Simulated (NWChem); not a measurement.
System: BeNH₂Cl; SMILES [NH2][Be][Cl]

Input file for NWChem:

```
start job
memory heap 200 mb stack 900 mb global 1100 mb
geometry units angstroms noautoz
  Be     0.000636     0.538210     0.000000
  Cl     0.001411    -1.280499     0.000000
  N     -0.000734     2.030844     0.000000
  H     -0.005203     2.619726    -0.826028
  H     -0.005203     2.619726     0.826028
end
basis spherical
  Be library def2-svp
  Cl library def2-svp
  N library def2-svp
  H library def2-svp
end
dft
  xc slater vwn_5
  iterations 150
end
tddft
  cis
  nroots 8
end
task tddft energy
```

NWChem printed, in part:

```
             Northwest Computational Chemistry Package (NWChem) 7.3.0
             --------------------------------------------------------

 CS  symmetry detected

                             Geometry "geometry" -> ""
                             -------------------------

 Output coordinates in angstroms (scale by  1.889725989 to convert to a.u.)

  No.       Tag          Charge          X              Y              Z
 ---- ---------------- ---------- -------------- -------------- --------------
    1 Be                   4.0000     0.00070536    -0.54355238     0.00000000
    2 Cl                  17.0000     0.00002289     1.27515666     0.00000000
    3 N                    7.0000     0.00053152    -2.03618699     0.00000000
    4 H                    1.0000    -0.00346556    -2.62507239    -0.82602800
    5 H                    1.0000    -0.00346556    -2.62507239     0.82602800

 Effective nuclear repulsion energy (a.u.)      62.7558630931

      Symmetry information
      --------------------

 Group name             Cs
 Group number              2
 Group order               2
 No. of unique centers     4

                                 NWChem DFT Module
                                 -----------------

 Summary of "ao basis" -> "ao basis" (spherical)
 ------------------------------------------------------------------------------
       Tag                 Description            Shells   Functions and Types
 ---------------- ------------------------------  ------  ---------------------
 Be                         def2-svp                 5        9   3s2p
 Cl                         def2-svp                 8       18   4s3p1d
 N                          def2-svp                 6       14   3s2p1d
 H                          def2-svp                 3        5   2s1p

      Symmetry analysis of basis
      --------------------------

        a'         35
        a"         16

            General Information
            -------------------
          SCF calculation type: DFT
          Wavefunction type:  closed shell.
          No. of atoms     :     5
          No. of electrons :    30
           Alpha electrons :    15
            Beta electrons :    15
          Charge           :     0
          Spin multiplicity:     1
          Use of symmetry is: off; symmetry adaption is: on
          Maximum number of iterations: 150
          AO basis - number of functions:    51
                     number of shells:    25
          Convergence on energy requested:  1.00D-06
          Convergence on density requested:  1.00D-05
          Convergence on gradient requested:  5.00D-04

              XC Information
              --------------
                        Slater Exchange Functional  1.000 local
                      VWN V Correlation Functional  1.000 local

             Grid Information
             ----------------
          Grid used for XC integration:  medium
          Radial quadrature: Mura-Knowles
          Angular quadrature: Lebedev.
          Tag              B.-S. Rad. Rad. Pts. Rad. Cut. Ang. Pts.
          ---              ---------- --------- --------- ---------
          Be                  1.05       49           8.0       434
          Cl                  1.00       88          11.0       590
          N                   0.65       49           9.0       434
          H                   0.35       45          10.0       434
          Grid pruning is: on
          Number of quadrature shells:   276
          Spatial weights used:  Erf1

      Superposition of Atomic Density Guess
      -------------------------------------

 Sum of atomic energies:        -529.11998568

      Non-variational initial energy
      ------------------------------

 Total energy =    -529.988386
 1-e energy   =    -852.503449
 2-e energy   =     259.759199
 HOMO         =      -0.369242
 LUMO         =      -0.013650

      Symmetry analysis of molecular orbitals - initial
      -------------------------------------------------

  Numbering of irreducible representations:

     1 a'          2 a"

  Orbital symmetries:

[...]

                                NWChem TDDFT Module
                                -------------------

            General Information
            -------------------
           No. of orbitals :     102
            Alpha orbitals :      51
             Beta orbitals :      51
        Alpha frozen cores :       0
         Beta frozen cores :       0
     Alpha frozen virtuals :       0
      Beta frozen virtuals :       0
         Spin multiplicity :       1
    Number of AO functions :      51
        Use of symmetry is : off
      Symmetry adaption is : on
         Schwarz screening :  0.10D-07

              XC Information
              --------------
                 Slater Exchange Functional   1.00 local
               VWN V Correlation Functional   1.00 local

             TDDFT Information
             -----------------
          Calculation type : Tamm-Dancoff TDDFT
         Wavefunction type : Restricted singlets & triplets
          No. of electrons :      30
           Alpha electrons :      15
            Beta electrons :      15
              No. of roots :       8
          Max subspacesize :    5600
            Max iterations :     100
               Target root :       1
           Target symmetry : none
      Symmetry restriction : off
                 Algorithm : Optimal
        Davidson threshold :  0.10D-03

    8 smallest eigenvalue differences (eV)
--------------------------------------------------------
  No. Spin  Occ  Vir  Irrep   E(Occ)    E(Vir)   E(Diff)
--------------------------------------------------------
    1    1   15   16 a'       -0.224    -0.023     5.458
    2    1   15   17 a"       -0.224    -0.021     5.525
    3    1   15   18 a'       -0.224     0.019     6.610
    4    1   14   16 a"       -0.284    -0.023     7.104
    5    1   13   16 a'       -0.285    -0.023     7.125
    6    1   14   17 a'       -0.284    -0.021     7.171
    7    1   13   17 a"       -0.285    -0.021     7.192
    8    1   15   19 a'       -0.224     0.063     7.811
--------------------------------------------------------

  Entering Davidson iterations
  Restricted singlet excited states

  Iter   NTrls   NConv    DeltaV     DeltaE      Time
  ----  ------  ------  ---------  ---------  ---------
    1      8       0     0.21E+00   0.10+100        0.5
    2     16       0     0.18E+00   0.17E-01        0.5
    3     24       3     0.36E-01   0.39E-01        0.5
    4     29       5     0.57E-02   0.39E-02        0.4
    5     32       6     0.75E-03   0.50E-04        0.4
    6     34       8     0.90E-04   0.63E-06        0.3
  ----  ------  ------  ---------  ---------  ---------
  Convergence criterion met

  Ground state a'       -528.654600052182 a.u.

  ----------------------------------------------------------------------------
  Root   1 singlet a"             0.203340600 a.u.                5.5332 eV
  ----------------------------------------------------------------------------
     Transition Moments    X -0.00000   Y  0.00000   Z -0.00064
     Dipole Oscillator Strength                    0.0000000547
     Electric Quadrupole                           0.0000000243
     Magnetic Dipole                               0.0000002687
     Total Oscillator Strength                     0.0000003476

     Occ.   15  a'  ---  Virt.   17  a"      -0.99979
  ----------------------------------------------------------------------------
  Root   2 singlet a'             0.206657477 a.u.                5.6234 eV
  ----------------------------------------------------------------------------
     Transition Moments    X  0.57656   Y -0.00077   Z  0.00000
     Dipole Oscillator Strength                    0.0457986448
     Electric Quadrupole                           0.0000001510
     Magnetic Dipole                               0.0000014899
     Total Oscillator Strength                     0.0458002858

     Occ.   15  a'  ---  Virt.   16  a'       0.99716
  ----------------------------------------------------------------------------
  Root   3 singlet a"             0.264039276 a.u.                7.1849 eV
  ----------------------------------------------------------------------------
     Transition Moments    X  0.00000   Y  0.00000   Z  0.54818
     Dipole Oscillator Strength                    0.0528955672
     Electric Quadrupole                           0.0000000329
     Magnetic Dipole                               0.0000004208
     Total Oscillator Strength                     0.0528960209

     Occ.   14  a"  ---  Virt.   16  a'      -0.99747
  ----------------------------------------------------------------------------
  Root   4 singlet a"             0.266102851 a.u.                7.2410 eV
  ----------------------------------------------------------------------------
     Transition Moments    X -0.00000   Y  0.00000   Z -0.00020
     Dipole Oscillator Strength                    0.0000000070
     Electric Quadrupole                           0.0000000336
     Magnetic Dipole                               0.0000000050
     Total Oscillator Strength                     0.0000000455

     Occ.   13  a'  ---  Virt.   17  a"       0.99871
  ----------------------------------------------------------------------------
  Root   5 singlet a'             0.266141782 a.u.                7.2421 eV
  ----------------------------------------------------------------------------
     Transition Moments    X  0.73449   Y  0.00016   Z -0.00000
     Dipole Oscillator Strength                    0.0957187665
     Electric Quadrupole                           0.0000000014
     Magnetic Dipole                               0.0000000499
     Total Oscillator Strength                     0.0957188178

[...]
```

Level: LDA (Slater exchange, VWN5)/def2-SVP, TDA. The geometry was optimised at PBE0/def2-SVP.
